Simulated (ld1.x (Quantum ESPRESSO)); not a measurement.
## PBE TM dataset for Ba (Z = 56), non-relativistic all-electron reference.

Input for ld1.x (Quantum ESPRESSO) 7.5:

```
&input
   title='Ba', zed=56., rel=0, dft='PBE', iswitch=3,
   config='[Xe] 5d0 6s2 6p0',
   nld=3, rlderiv=4.30, eminld=-4.0, emaxld=5.0, deld=0.02
 /
 &inputp
   pseudotype=2, tm=.true., lloc=2,
   nlcc=.false.,
   file_pseudopw='Ba.UPF', file_wfcaegen='ae.wfc', file_wfcncgen='nc.wfc', file_beta='beta', file_chi='chi'
 /
3
5S  1  0   2.00   0.00  2.95  2.95  0.0
5P  2  1   6.00   0.00  2.50  2.50  0.0
5D  3  2   0.00   0.00  3.95  3.95  0.0
 &test
   configts(1)='5s2 5p6 5d0 6s2 6p0'
 /
```

Command:

```bash
ld1.x < Ba.in > Ba.out
```

The program printed (shortened: banner, matrices, multipoles, cross overlaps and the repeated all-electron block are left out):

```
Program LD1 v.7.5
     --------------------------- All-electron run ----------------------------

     Ba

     atomic number is 56.00
     dft =PBE   lsd =0 sic =0 latt =0  beta=0.20 tr2=1.0E-14
     Exchange-correlation= PBE
                           (   1   4   3   4   0   0   0)
     mesh =1251 r(mesh) =  99.44933 a.u. xmin = -7.00 dx = 0.01250
     1 Ry =  13.60569312 eV

     n l     nl                  e(Ry)          e(Ha)          e(eV)
     1 0     1S 1( 2.00)     -2614.1020     -1307.0510    -35566.6689
     2 0     2S 1( 2.00)      -402.0045      -201.0023     -5469.5499
     2 1     2P 1( 6.00)      -379.3180      -189.6590     -5160.8847
     3 0     3S 1( 2.00)       -84.8076       -42.4038     -1153.8665
     3 1     3P 1( 6.00)       -75.1053       -37.5527     -1021.8602
     4 0     4S 1( 2.00)       -16.5650        -8.2825      -225.3787
     4 1     4P 1( 6.00)       -13.0232        -6.5116      -177.1894
     3 2     3D 1(10.00)       -57.0494       -28.5247      -776.1964
     5 0     5S 1( 2.00)        -2.3080        -1.1540       -31.4026
     5 1     5P 1( 6.00)        -1.3928        -0.6964       -18.9498
     4 2     4D 1(10.00)        -6.8660        -3.4330       -93.4170
     5 2     5D 1( 0.00)        -0.1915        -0.0958        -2.6056
     6 0     6S 1( 2.00)        -0.2304        -0.1152        -3.1342
     6 1     6P 1( 0.00)        -0.0996        -0.0498        -1.3555

     final scf error:  8.2E-15 reached in  34 iterations

     Etot =  -15771.469568 Ry,   -7885.734784 Ha, -214581.775042 eV

     Ekin =   15766.078594 Ry,    7883.039297 Ha,  214508.427106 eV
     Encl =  -37351.593439 Ry,  -18675.796719 Ha, -508194.317983 eV
     Eh   =    6196.599312 Ry,    3098.299656 Ha,   84309.028646 eV
     Exc  =    -382.554036 Ry,    -191.277018 Ha,   -5204.912811 eV

     normalization and overlap integrals

     s(1S/1S) =  1.000000  <r> =   0.0271  <r2> =    0.0010  r(max) =   0.0181
     s(2S/2S) =  1.000000  <r> =   0.1164  <r2> =    0.0159  r(max) =   0.0990
     s(2P/2P) =  1.000000  <r> =   0.0990  <r2> =    0.0119  r(max) =   0.0771
     s(3S/3S) =  1.000000  <r> =   0.3063  <r2> =    0.1070  r(max) =   0.2793
     s(3P/3P) =  1.000000  <r> =   0.2964  <r2> =    0.1016  r(max) =   0.2657
     s(4S/4S) =  1.000000  <r> =   0.7037  <r2> =    0.5582  r(max) =   0.6535
     s(4P/4P) =  1.000000  <r> =   0.7282  <r2> =    0.6024  r(max) =   0.6618
     s(3D/3D) =  1.000000  <r> =   0.2671  <r2> =    0.0840  r(max) =   0.2148
     s(5S/5S) =  1.000000  <r> =   1.7077  <r2> =    3.2757  r(max) =   1.5291
     s(5P/5P) =  1.000000  <r> =   1.9373  <r2> =    4.2561  r(max) =   1.6899
     s(4D/4D) =  1.000000  <r> =   0.7958  <r2> =    0.7349  r(max) =   0.6957
     s(5D/5D) =  1.000000  <r> =   3.3091  <r2> =   13.3196  r(max) =   2.3682
     s(6S/6S) =  1.000000  <r> =   4.9510  <r2> =   27.6546  r(max) =   4.3152
     s(6P/6P) =  1.000000  <r> =   6.3800  <r2> =   46.2975  r(max) =   5.4040

     ------------------------ End of All-electron run ------------------------

     --------------------- Generating NC pseudopotential ---------------------

      Generating local pot.: lloc=2, matching radius rcloc =   3.9500

      Wfc   5S  rcut= 2.929  Using Troullier-Martins method

      Wfc   5P  rcut= 2.521  Using Troullier-Martins method

     ------------------- End of pseudopotential generation -------------------

     Computing logarithmic derivative in   4.28842
     Computing logarithmic derivative in   4.28842
     Computing the partial wave expansion
     R is outside the sphere for l=    0 j= 0.00
     R is outside the sphere for l=    1 j= 0.00
       no projector for channel:   2

     ---------------------- Testing the pseudopotential ----------------------

     Ba

     atomic number is 56.00   valence charge is 10.00
     dft =PBE   lsd =0 sic =0 latt =0  beta=0.20 tr2=1.0E-14
     mesh =1251 r(mesh) =  99.44933 xmin = -7.00 dx = 0.01250

     n l     nl             e AE (Ry)        e PS (Ry)    De AE-PS (Ry)
     1 0     5S   1( 2.00)       -2.30805       -2.30805        0.00000
     2 1     5P   1( 6.00)       -1.39278       -1.39278        0.00000
     3 2     5D   1( 0.00)       -0.19151       -0.19151        0.00000
     2 0     6S   1( 2.00)       -0.23036       -0.22143       -0.00893  !
     3 1     6P   1( 0.00)       -0.09962       -0.10173        0.00210

     eps = 9.4E-16  iter = 18

     Etot =  -15771.469568 Ry,   -7885.734784 Ha, -214581.775042 eV
     Etotps =   -50.161580 Ry,     -25.080790 Ha,    -682.483062 eV

     Ekin =      11.155389 Ry,       5.577695 Ha,     151.776801 eV
     Encl =     -92.889677 Ry,     -46.444839 Ha,   -1263.828445 eV
     Ehrt =      38.781252 Ry,      19.390626 Ha,     527.645814 eV
     Ecxc =      -6.866428 Ry,      -3.433214 Ha,     -93.422508 eV
     Epseu=      -0.342116 Ry,      -0.171058 Ha,      -4.654724 eV

     ---------------------- End of pseudopotential test ----------------------
```

Generation and configuration tests took about 1.4 s on one core of a shared server CPU.

Transferability test of the new file with ld1.x, input:

```
&input
   title='Ba', zed=56., rel=0, dft='PBE', iswitch=2,
   config='[Xe] 5d0 6s2 6p0'
 /
 &test
   file_pseudo='Ba.UPF', nconf=8,
   configts(1)='5s2 5p6 5d0 6s2 6p0',
   configts(2)='5s2 5p6 5d0 6s1 6p0',
   configts(3)='5s2 5p6 5d0 6s0 6p0',
   configts(4)='5s2 5p6 5d0 6s1.5 6p0',
   configts(5)='5s2 5p6 5d1 6s0 6p0',
   configts(6)='5s2 5p6 5d1 6s1 6p0',
   configts(7)='5s2 5p5 5d0 6s2 6p0',
   configts(8)='5s1 5p6 5d0 6s2 6p0'
 /
```

```bash
ld1.x < Ba.test.in > Ba.test.out
```

Pseudopotential blocks of its output, shortened (energy terms left out; the distinct warnings before each block abridged to one line each):

```
     ---------------------- Testing the pseudopotential ----------------------

     n l     nl             e AE (Ry)        e PS (Ry)    De AE-PS (Ry)
     1 0     5S   1( 2.00)       -2.30805       -2.30805       -0.00000
     2 1     5P   1( 6.00)       -1.39278       -1.39278       -0.00000
     3 2     5D   1( 0.00)       -0.19151       -0.19151       -0.00000
     2 0     6S   1( 2.00)       -0.23036       -0.22143       -0.00893  !
     3 1     6P   1( 0.00)       -0.09962       -0.10173        0.00210

     eps = 9.5E-16  iter = 18

     Etot =  -15771.469568 Ry,   -7885.734784 Ha, -214581.775041 eV
     Etotps =   -50.161580 Ry,     -25.080790 Ha,    -682.483062 eV

     ---------------------- End of pseudopotential test ----------------------

          ---------------------- Testing the pseudopotential ----------------------

     n l     nl             e AE (Ry)        e PS (Ry)    De AE-PS (Ry)
     1 0     5S   1( 2.00)       -2.71148       -2.70389       -0.00759  !
     2 1     5P   1( 6.00)       -1.79383       -1.78610       -0.00773  !
     3 2     5D   1( 0.00)       -0.56059       -0.55457       -0.00602  !
     2 0     6S   1( 1.00)       -0.53927       -0.52383       -0.01544  !
     3 1     6P   1( 0.00)       -0.37108       -0.37302        0.00194

     eps = 7.8E-15  iter = 12

     Etot =  -15771.087741 Ry,   -7885.543871 Ha, -214576.580023 eV
     Etotps =   -49.791800 Ry,     -24.895900 Ha,    -677.451946 eV
     dEtot_ae =       0.381827 Ry
     dEtot_ps =       0.369780 Ry,   Delta E=       0.012047 Ry

     ---------------------- End of pseudopotential test ----------------------

          Warning: n=1, l=0 expected 0 nodes, found 1
     Warning: n=2, l=1 expected 0 nodes, found 1
     ---------------------- Testing the pseudopotential ----------------------

     n l     nl             e AE (Ry)        e PS (Ry)    De AE-PS (Ry)
     1 0     5S   1( 2.00)       -3.18474       -3.16907       -0.01567  !
     2 1     5P   1( 6.00)       -2.26161       -2.24552       -0.01609  !
     3 2     5D   1( 0.00)       -0.98565       -0.97214       -0.01350  !
     2 0     6S   1( 0.00)       -0.87391       -0.84913       -0.02478  !
     3 1     6P   1( 0.00)       -0.65748       -0.66064        0.00316

     eps = 2.8E-15  iter =  8

     Etot =  -15770.379020 Ry,   -7885.189510 Ha, -214566.937380 eV
     Etotps =   -49.102695 Ry,     -24.551347 Ha,    -668.076193 eV
     dEtot_ae =       1.090548 Ry
     dEtot_ps =       1.058885 Ry,   Delta E=       0.031663 Ry

     ---------------------- End of pseudopotential test ----------------------

          ---------------------- Testing the pseudopotential ----------------------

     n l     nl             e AE (Ry)        e PS (Ry)    De AE-PS (Ry)
     1 0     5S   1( 2.00)       -2.50013       -2.49640       -0.00373
     2 1     5P   1( 6.00)       -1.58396       -1.58018       -0.00378
     3 2     5D   1( 0.00)       -0.36812       -0.36523       -0.00289
     2 0     6S   1( 1.50)       -0.38036       -0.36838       -0.01198  !
     3 1     6P   1( 0.00)       -0.23082       -0.23285        0.00203

     eps = 9.0E-15  iter = 12

     Etot =  -15771.317315 Ry,   -7885.658657 Ha, -214579.703530 eV
     Etotps =   -50.014543 Ry,     -25.007271 Ha,    -680.482523 eV
     dEtot_ae =       0.152253 Ry
     dEtot_ps =       0.147037 Ry,   Delta E=       0.005216 Ry

     ---------------------- End of pseudopotential test ----------------------

          ---------------------- Testing the pseudopotential ----------------------

     n l     nl             e AE (Ry)        e PS (Ry)    De AE-PS (Ry)
     1 0     5S   1( 2.00)       -2.55338       -2.54441       -0.00897  !
     2 1     5P   1( 6.00)       -1.64609       -1.63460       -0.01149  !
     3 2     5D   1( 1.00)       -0.45496       -0.44537       -0.00959  !
     2 0     6S   1( 0.00)       -0.46923       -0.45255       -0.01667  !
     3 1     6P   1( 0.00)       -0.31378       -0.31161       -0.00217

     eps = 1.6E-15  iter = 10

     Etot =  -15771.091047 Ry,   -7885.545523 Ha, -214576.624996 eV
     Etotps =   -49.803348 Ry,     -24.901674 Ha,    -677.609067 eV
     dEtot_ae =       0.378521 Ry
     dEtot_ps =       0.358232 Ry,   Delta E=       0.020289 Ry

     ---------------------- End of pseudopotential test ----------------------

          ---------------------- Testing the pseudopotential ----------------------

     n l     nl             e AE (Ry)        e PS (Ry)    De AE-PS (Ry)
     1 0     5S   1( 2.00)       -2.18542       -2.18355       -0.00187
     2 1     5P   1( 6.00)       -1.27870       -1.27480       -0.00390
     3 2     5D   1( 1.00)       -0.11935       -0.11611       -0.00324
     2 0     6S   1( 1.00)       -0.18765       -0.17828       -0.00937  !
     3 1     6P   1( 0.00)       -0.07367       -0.07343       -0.00024

     eps = 9.1E-15  iter = 12

     Etot =  -15771.414992 Ry,   -7885.707496 Ha, -214581.032502 eV
     Etotps =   -50.114429 Ry,     -25.057215 Ha,    -681.841544 eV
     dEtot_ae =       0.054576 Ry
     dEtot_ps =       0.047151 Ry,   Delta E=       0.007425 Ry

     ---------------------- End of pseudopotential test ----------------------

          ---------------------- Testing the pseudopotential ----------------------

     n l     nl             e AE (Ry)        e PS (Ry)    De AE-PS (Ry)
     1 0     5S   1( 2.00)       -3.01625       -3.01681        0.00056
     2 1     5P   1( 5.00)       -2.07015       -2.06720       -0.00295
     3 2     5D   1( 0.00)       -0.74679       -0.74244       -0.00434
     2 0     6S   1( 2.00)       -0.64201       -0.62545       -0.01657  !
     3 1     6P   1( 0.00)       -0.44533       -0.45466        0.00933  !

     eps = 1.9E-15  iter = 12

     Etot =  -15769.745803 Ry,   -7884.872902 Ha, -214558.322023 eV
     Etotps =   -48.439266 Ry,     -24.219633 Ha,    -659.049794 eV
     dEtot_ae =       1.723765 Ry
     dEtot_ps =       1.722313 Ry,   Delta E=       0.001452 Ry

     ---------------------- End of pseudopotential test ----------------------

          ---------------------- Testing the pseudopotential ----------------------

     n l     nl             e AE (Ry)        e PS (Ry)    De AE-PS (Ry)
     1 0     5S   1( 1.00)       -3.05256       -3.06524        0.01267  !
     2 1     5P   1( 6.00)       -2.10122       -2.10277        0.00154
     3 2     5D   1( 0.00)       -0.76339       -0.75670       -0.00669  !
     2 0     6S   1( 2.00)       -0.64527       -0.62906       -0.01621  !
     3 1     6P   1( 0.00)       -0.44664       -0.45780        0.01116  !

     eps = 8.1E-16  iter = 14

     Etot =  -15768.797073 Ry,   -7884.398537 Ha, -214545.413900 eV
     Etotps =   -47.482944 Ry,     -23.741472 Ha,    -646.038365 eV
     dEtot_ae =       2.672495 Ry
     dEtot_ps =       2.678636 Ry,   Delta E=      -0.006141 Ry

     ---------------------- End of pseudopotential test ----------------------
```
